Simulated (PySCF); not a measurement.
# Radial density of Si (silicon, neutral)

TPSS, [Ne] 3s2 3p2, high-spin 3P determinant. Computed with PySCF 2.14 in jorge-DZP-DKH (7s4p1d, 24 functions), with the spin-free X2C one-electron Hamiltonian (Gaussian nucleus).

```tsv
r (bohr)	4πr²ρ (e/bohr)	4πr²(ρα − ρβ)
0.00190	0.08746	0.0000
0.00319	0.2341	0.0000
0.00537	0.5990	0.0000
0.00903	1.488	0.0001
0.0152	3.473	0.0002
0.0255	7.259	0.0005
0.0430	12.53	0.0020
0.0722	15.84	0.0088
0.122	12.85	0.0356
0.204	9.662	0.0989
0.344	13.74	0.1364
0.578	11.25	0.0293
0.973	2.976	0.0988
1.64	1.782	0.6649
2.75	1.280	0.6849
4.63	0.1962	0.1515
7.79	0.001293	0.0012
```

Densities and radii are taken from the X2C orbitals without a picture-change correction, which distorts them close to the nucleus.
